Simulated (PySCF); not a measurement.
# Computed records: CH₈BGeN, CH₄Cl₂Ge, CH₆BClGe, CH₆B₂Ge and others

Calculation on a computer-drawn molecule: optimised geometry and harmonic frequencies of an isolated molecule of the commonest isotopes, restricted reference for singlets and unrestricted otherwise, frozen core in MP2; on germanium a core potential holds 10 electrons, which the energies leave out, and 3d is frozen in MP2 and coupled-cluster steps. Program: PySCF 2.14.0.

Common to all runs: multiplicity 1; method HF; basis and core potential on germanium cc-pVDZ-PP ECP10MDF.

(1) CH₈BGeN

Start structure:
```xyz
12
CH8BGeN
N     -1.0322    -0.0310     1.2357
B     -0.1968    -0.8110     1.9665
C      1.1106    -1.3074     1.2685
Ge     1.5058    -0.6819    -0.6107
H     -1.9805     0.3796     1.6598
H     -0.9386     0.3052     0.3154
H     -0.4565    -1.1198     3.0454
H      1.9483    -1.0515     1.8891
H      1.1009    -2.3974     1.2052
H      0.5178    -1.1033    -1.5709
H      1.6780     0.8274    -0.6778
H      2.7874    -1.1840    -1.1364
```

Here we set charge 0 and basis cc-pVDZ.

Results for CH₈BGeN: rotational constants 13.83, 1.791, 1.728 GHz; total energy -415.0867 hartree; convergence status largest gradient component 1.084e-05 hartree/bohr.

Drawn bonds:
```tsv
atom	other atom	order
1	2	1
2	3	1
3	4	1
1	5	1
1	6	1
2	7	1
3	8	1
3	9	1
4	10	1
4	11	1
4	12	1
```

Optimised structure:
```xyz
12
CH8BGeN
N     -1.4648    -0.5323     1.5412
B     -0.0924    -0.3342     1.6918
C      0.9772    -1.3128     1.0634
Ge     1.8288    -0.5610    -0.5486
H     -2.1462     0.0952     1.9126
H     -1.8590    -1.3086     1.0512
H      0.2635     0.6409     2.3055
H      1.7941    -1.4955     1.7687
H      0.5566    -2.2830     0.7794
H      0.7862    -0.3265    -1.6522
H      2.5127     0.7766    -0.2365
H      2.8876    -1.5339    -1.0868
```

Modes:
```tsv
frequency (cm⁻¹)	reduced mass (dalton)
59.71	2.513
105.9	1.2
198	2.174
370	2.082
524.2	1.131
537.1	1.283
554.9	1.87
575.2	1.122
723.2	1.608
824.6	1.364
888.9	1.635
929.1	1.073
964.7	1.07
967.6	1.022
981.8	1.217
1033	1.334
1147	1.228
1175	1.41
1240	1.784
1440	2.37
1542	1.2
1754	1.23
2197	1.023
2202	1.023
2223	1.012
2659	1.095
3174	1.059
3227	1.103
3814	1.051
3919	1.098
```

(2) CH₄Cl₂Ge

Start structure:
```xyz
8
CH4Cl2Ge
C      0.3376     0.3381     0.0800
Ge     1.0139     2.0838    -0.4883
Cl     2.0384     1.9673    -2.3099
Cl    -0.6172     3.3948    -0.6961
H     -0.3543    -0.0293    -0.7178
H     -0.1759     0.3628     1.0320
H      1.1681    -0.3428     0.1851
H      1.9628     2.6849     0.5511
```

It was run with charge 0 and basis cc-pV(D+d)Z.

The calculation gives: rotational constants 3.522, 2.129, 1.516 GHz; total energy -1252.6848 hartree; convergence status largest gradient component 1.645e-05 hartree/bohr.

Drawn bonds:
```tsv
atom	other atom	order
1	2	1
2	3	1
2	4	1
1	5	1
1	6	1
1	7	1
2	8	1
```

Optimised structure:
```xyz
8
CH4Cl2Ge
C      0.3425     0.3233     0.0624
Ge     1.0182     2.0692    -0.4217
Cl     2.0401     1.9278    -2.3226
Cl    -0.6487     3.4212    -0.6884
H     -0.3380    -0.0293    -0.7123
H     -0.1921     0.3887     1.0111
H      1.1740    -0.3762     0.1595
H      1.9774     2.7350     0.5481
```

Modes:
```tsv
frequency (cm⁻¹)	reduced mass (dalton)
135.6	1.02
154.7	18.64
171.5	3.297
193.4	5
423.1	30.81
434.6	39.77
641.9	4.039
716	1.07
772.6	1.039
890.2	1.23
929.5	1.205
1386	1.227
1548	1.05
1551	1.051
2296	1.021
3191	1.032
3290	1.105
3301	1.105
```

(3) CH₆BClGe

Start structure:
```xyz
10
CH6BClGe
C      2.0214     0.9234     0.6316
Ge     0.0400     0.9153     0.5493
B     -0.8074    -0.6139     1.4915
Cl     0.1575    -1.8416     2.2054
H      2.4412     1.7345     0.0986
H      2.4095     0.0002     0.1474
H      2.3253     0.9407     1.6255
H     -0.4535     2.2732     1.1046
H     -0.3410     1.0416    -0.9111
H     -1.9896    -0.8651     1.5983
```

It was run with charge 0 and basis cc-pV(D+d)Z.

The calculation gives: rotational constants 6.833, 1.636, 1.353 GHz; total energy -818.9536 hartree; convergence status largest gradient component 2.813e-05 hartree/bohr.

Drawn bonds:
```tsv
atom	other atom	order
1	2	1
2	3	1
3	4	1
1	5	1
1	6	1
1	7	1
2	8	1
2	9	1
3	10	1
```

Optimised structure:
```xyz
10
CH6BClGe
C      2.0342     0.9270     0.6089
Ge     0.0735     0.9661     0.5246
B     -0.8276    -0.6555     1.4891
Cl     0.1398    -1.9163     2.2596
H      2.4543     1.7867     0.0840
H      2.4145     0.0143     0.1467
H      2.3688     0.9529     1.6475
H     -0.4538     2.2628     1.1648
H     -0.3886     0.9697    -0.9438
H     -2.0116    -0.7995     1.5598
```

Modes:
```tsv
frequency (cm⁻¹)	reduced mass (dalton)
34.52	2.057
104.5	4.098
141.3	1.084
237.6	8.811
382.8	1.087
536.7	3.7
599.2	1.036
617.6	4.235
742.4	1.151
805.1	1.473
864.9	3.814
910.6	1.196
934.5	1.211
955.6	1.032
1122	1.338
1379	1.219
1559	1.052
1560	1.052
2178	1.023
2192	1.016
2749	1.093
3184	1.033
3275	1.104
3277	1.104
```

(4) CH₆B₂Ge

Start structure:
```xyz
10
CH6B2Ge
B     -0.5520     1.7067    -1.1259
B     -0.6587     1.1724     0.3616
C     -0.8164     0.6205     1.6762
Ge    -2.6090     0.3159     2.5360
H     -1.5670     1.9918    -1.7524
H      0.3994     1.9053    -1.6415
H      0.0419     0.3713     2.2925
H     -3.7305     0.6355     1.5693
H     -2.6217    -1.1537     2.8658
H     -2.7200     1.1181     3.7255
```

It was run with charge 0 and basis cc-pVDZ.

The calculation gives: rotational constants 17.89, 1.806, 1.675 GHz; total energy -384.0282 hartree; convergence status largest gradient component 3.308e-05 hartree/bohr.

Drawn bonds:
```tsv
atom	other atom	order
1	2	1
2	3	2
3	4	1
1	5	1
1	6	1
3	7	1
4	8	1
4	9	1
4	10	1
```

Optimised structure:
```xyz
10
CH6B2Ge
B     -0.6206     1.7238    -1.1297
B     -0.6828     1.1217     0.4177
C     -0.7933     0.6203     1.7061
Ge    -2.5470     0.2997     2.4882
H     -1.6282     1.9505    -1.7373
H      0.4313     1.9403    -1.6611
H      0.0701     0.3892     2.3230
H     -3.6376     0.6795     1.4809
H     -2.7015    -1.1802     2.8600
H     -2.7245     1.1390     3.7594
```

Modes:
```tsv
frequency (cm⁻¹)	reduced mass (dalton)
85.21	3.542
128.4	1.178
250.3	1.599
311.9	1.643
321.4	2.5
548.3	1.824
588.1	1.042
633.1	1.64
738.5	1.382
775.8	2.475
816.3	2.121
934.4	1.049
960.5	1.022
969.9	1.029
997.6	1.4
1045	1.308
1262	1.182
1683	9.431
2202	1.024
2213	1.023
2232	1.012
2689	1.056
2765	1.124
3328	1.09
```

(5) B₂GeH₅

Start structure:
```xyz
8
B2GeH5
B      0.2380    -1.9642    -1.8500
Ge     0.6092    -0.3654    -0.6453
B     -0.2745     0.4758     0.9828
H     -0.4309    -1.9089    -2.7954
H      0.8939    -2.9564    -1.5994
H      1.7708     0.4817    -1.2566
H     -1.0807     1.1855     0.8492
H      0.2747     0.1807     2.0995
```

Settings of this run: charge 1 and basis cc-pVDZ.

Drawn bonds:
```tsv
atom	other atom	order
1	2	1
2	3	1
1	4	1
1	5	1
2	6	1
3	7	1
3	8	1
```

Q: B₂GeH₅ (entry 5): total energy?
A: -345.3299 hartree

Q: What rotational constants does the calculation give for B₂GeH₅ (entry 5)?
A: 20.82, 4.788, 4.181 GHz

Further results for B₂GeH₅ (entry 5):

| Item | Value |
| --- | --- |
| convergence status largest gradient component | 1.805e-05 hartree/bohr |

Optimised structure:
```xyz
8
B2GeH5
B      0.2777    -1.9931    -1.8384
Ge     0.6972    -0.2778    -0.7330
B     -0.2238     0.4447     0.9903
H     -0.5098    -1.9009    -2.7247
H      0.8457    -2.9948    -1.5416
H      1.8473     0.5742    -1.2633
H     -1.1446     1.1852     0.8561
H      0.2107     0.0913     2.0393
```

Modes:
```tsv
frequency (cm⁻¹)	reduced mass (dalton)
134.6	3.333
200.9	1.15
233.8	1.009
415.4	1.023
509.8	4.781
557.1	1.152
557.8	5.215
623.8	1.047
741.9	1.274
953.1	1.349
954.2	1.289
1196	1.114
1212	1.115
2265	1.021
2740	1.043
2744	1.044
2870	1.132
2873	1.135
```
